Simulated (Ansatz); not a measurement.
Gas-phase electronic energies from Ansatz, PBE0-D4/def2-TZVP geometries. CBS: MP2 limit from def2 TZ/QZ plus the TZ coupled-cluster correction, frozen cores. This one scheme is used for every species. DFT in def2-TZVPP. B3LYP here is the variant with VWN-RPA as its local correlation; programs differ in this. HSE06 is defined as in plane-wave codes. def2 core potentials past Kr. For Br, Sn outer-core shells are correlated without core-valence functions, which leaves a few kJ/mol of doubt a bond. Scalar relativity is left out up to krypton. Each species was taken in one conformer, which may not be the lowest.

`[CH3][Al]([NH2])[SH]` + `[F][SnH]([Cl])[Br]` → `[NH2][Al]([SH])[Cl]` + `[CH3][SnH]([F])[Br]`  (redistribution)

```
             level  ΔE (kJ/mol)
         revPBE-D4        -66.9
          B3LYP-D4        -70.4
           ωB97M-V        -72.1
               PBE        -66.4
              PBE0        -70.9
             HSE06        -70.7
  CCSD(T)/def2-SVP        -74.1
CCSD(T)/def2-TZVPP        -79.3
```

What does CCSD(T)/CBS give? (Estimate.)

Computed: -76.7 kJ/mol. The listed levels differ from it by 9.8, 6.3, 4.6, 10.3, 5.8, 6.0, 2.6, -2.6 kJ/mol.

Largest T1 diagnostic among the species: 0.011.

From PBE to PBE0 (25 % exact exchange), in def2-TZVPP and without D4, ΔE moves by −4.5 kJ/mol. Leaving LDA and LC-ωPBE aside and taking each functional with its dispersion term where it has one, the values, not all of them listed here, spread over 10.8 kJ/mol, from PBE-QIDH to B97M-V.
